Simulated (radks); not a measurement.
The numbers below are computed, except where a source is named.
Species: Ge I. Configuration: [Ar] 3d10 4s2 4p2 (the NIST ground configuration). Level of theory: non-relativistic Kohn-Sham, LDA (Slater exchange, VWN5 correlation), spin-unpolarised, spherical densities, point nucleus; hard spherical wall at 5 bohr (a radial shooting solver on a logarithmic mesh with Libxc functionals). Some entries of the table are withheld. Estimate them.

| orbital | occ. | eigenvalue (hartree) | <1/r> (bohr^-1) | <r> (bohr) |
|---|---|---|---|---|
| 1s | 2 | -396.1855 | 31.46 | (1) |
| 2s | 2 | (2) | (3) | 0.2142 |
| 2p | 6 | -43.61635 | 6.886 | 0.1854 |
| 3s | 2 | -5.85879 | 2.230 | 0.6364 |
| 3p | 6 | -4.09224 | 2.109 | (4) |
| 3d | 10 | -1.01609 | 1.785 | 0.7353 |
| 4s | 2 | -0.34742 | 0.6195 | 2.086 |
| 4p | 2 | -0.05037 | 0.5173 | 2.416 |
| 4d | 0 | 0.35611 | 0.4186 | (5) |
| 5s | 0 | 0.48298 | 0.4744 | (6) |
| 5p | 0 | 0.71908 | 0.5011 | 2.915 |

Answer. 
(1) 1s <r> (bohr): 0.04792
(2) 2s eigenvalue (hartree): -48.95201
(3) 2s <1/r> (bohr^-1): 6.907
(4) 3p <r> (bohr): 0.6527
(5) 4d <r> (bohr): 2.924
(6) 5s <r> (bohr): 3.009
